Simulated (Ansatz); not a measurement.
Relaxation of AlFH₃NO (7 atoms, charge 0, multiplicity 1), to a largest force component of 0.02 eV/Å in at most 40 steps.

These are results of RKS B3LYP-D4/cc-pVDZ (Ansatz), not measurements.

```xyz
7
Properties=species:S:1:pos:R:3:forces:R:3
Al 0.000 0.000 0.000 1.39 0.06 -1.85
F 0.000 0.000 1.690 -0.11 -0.03 -0.03
N 1.663 0.000 -0.960 -1.19 0.11 0.75
H 2.129 -0.918 -1.212 -0.43 1.93 0.21
H 2.114 0.918 -1.238 -0.36 -1.94 0.26
O -1.542 0.000 -0.890 0.11 -1.75 1.04
H -2.051 -0.847 -0.681 0.58 1.62 -0.38
```

Q: Where does it end, and by what steps?

A: It converged. After 10 steps the energy has fallen by 0.933 eV; H5 moved furthest, 0.99 Å.

```
step  energy less start (eV)  largest force component (eV/Å)  accepted
   0                  0.0000                           1.943       yes
   1                 -0.3361                           1.935       yes
   2                 -0.3630                           2.429       yes
   3                 -0.6343                           0.637       yes
   4                 -0.7300                           0.488       yes
   5                 -0.8277                           0.428       yes
   6                 -0.9044                           0.260       yes
   7                 -0.9316                           0.151       yes
   8                 -0.9323                           0.119       yes
   9                 -0.9331                           0.056       yes
  10                 -0.9332                           0.005       yes
```

```xyz
7
Properties=species:S:1:pos:R:3
Al 0.049 -0.046 -0.095
F -0.070 0.518 1.495
N 1.613 0.007 -0.915
H 1.770 -0.310 -1.866
H 2.471 0.358 -0.503
O -1.328 -0.667 -0.918
H -2.191 -0.707 -0.490
```

Whether the end is a true minimum wasn't checked by a vibrational analysis.

Run time: 19 s on 1 thread of Intel(R) Xeon(R) 6975P-C (Granite Rapids), with other jobs on the host, peak memory 0.16 GiB.
